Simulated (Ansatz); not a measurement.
`[NH2][Sc]([NH2])[Cl]` + HCl → `[NH2][Sc]([Cl])[Cl]` + NH₃ at 298.15 K and 1 bar (ligand exchange at the Sc–N bond).

Program: Ansatz. Geometries: PBE0-D4/def2-TZVP. ΔE: electronic, gas phase. CBS: MP2 limit from def2 TZ/QZ plus the TZ coupled-cluster correction, frozen cores. This one scheme is used for every species. For Sc outer-core shells are correlated without core-valence functions, which leaves a few kJ/mol of doubt a bond. Scalar relativity is left out up to krypton. Each species was taken in one conformer, which may not be the lowest.

| species | CCSD(T)/CBS energy (Eh) | H − E (kJ/mol) | S (J/(mol·K)) |
| --- | --- | --- | --- |
| `[NH2][Sc]([NH2])[Cl]` | -1331.93368 | 153.2 | 350.0 |
| HCl | -460.38127 | 26.6 | 186.8 |
| `[NH2][Sc]([Cl])[Cl]` | -1735.85093 | 90.7 | 346.7 |
| NH₃ | -56.50880 | 100.5 | 192.4 |

H − E and S are ideal-gas, rigid-rotor, harmonic terms from PBE0-D4/def2-TZVP, for one conformer and one mirror image of each species. 1 Eh = 2625.50 kJ/mol, R = 8.31446 J/(mol·K).

**Question.** By hand: ΔE, ΔH, ΔS and ΔG.

**Answer.** ΔE = (-1735.85093) + (-56.50880) − (-1331.93368) − (-460.38127) = -0.04478 Eh = -117.6 kJ/mol. Δ(H − E) = 90.7 + 100.5 − 153.2 − 26.6 = 11.4, so ΔH = -106.2 kJ/mol. ΔS = 346.7 + 192.4 − 350.0 − 186.8 = 2.3 J/(mol·K). ΔG = -106.2 − 298.15 × (2.3)/1000 = -106.9 kJ/mol.

**Question.** By hand: the equilibrium constant, and the temperature at which ΔG would vanish if ΔH and ΔS stayed fixed.

**Answer.** log₁₀ K = −ΔG/(RT ln 10) = 18.7. ΔH and −TΔS have one sign here, so there is no such temperature.

The number of gas molecules stays the same, so ΔS is small and ΔH decides. A doubt of 5 kJ/mol in ΔE shifts log₁₀ K by 0.9 here. Other conformers and mirror images would add mixing entropy, several J/(mol·K) or more a flexible species. These are equilibria of isolated gas molecules and say nothing of rates. Largest T1 diagnostic: 0.014 (customary marks: 0.02 for closed shells, 0.045 for open ones).

ΔS is within the doubt of such terms, so its sign, and with it that verdict, could turn.
